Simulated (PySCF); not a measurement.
C3H4F2Si, SMILES C#CC(F)(F)[SiH3]. Coordinates come from a PBE0-D3(BJ)/def2-SVP optimisation. This is a generated structure with no PubChem entry under its InChIKey; it may be hypothetical.

Calculation: PBE0-D3(BJ)/def2-SVP (PySCF).

Harmonic wavenumbers (cm⁻¹): 120, 150, 190, 210, 301, 431, 483, 553, 615, 646, 698, 714, 748, 895, 932, 935, 1082, 1116, 1184, 2249, 2255, 2272, 2273, 3485. Rotational constants (GHz): 3.511, 2.319, 1.911; symmetry number 1.

Q: Work out the zero-point energy and the ideal-gas rigid-rotor harmonic-oscillator thermochemistry at 298.15 K and 1 atm.

A: ZPE = ½ Σ hcν = ½ × 24535 cm⁻¹ = 35.07 kcal/mol. H − E(el) = 40.21 kcal/mol. Entropy in cal/(mol K): translation 39.90, rotation 27.43, vibration 15.76, total 83.09. G − E(el) = 15.44 kcal/mol. Cp = 27.49 cal/(mol K). Modes under 150 cm⁻¹ make the vibrational entropy uncertain.
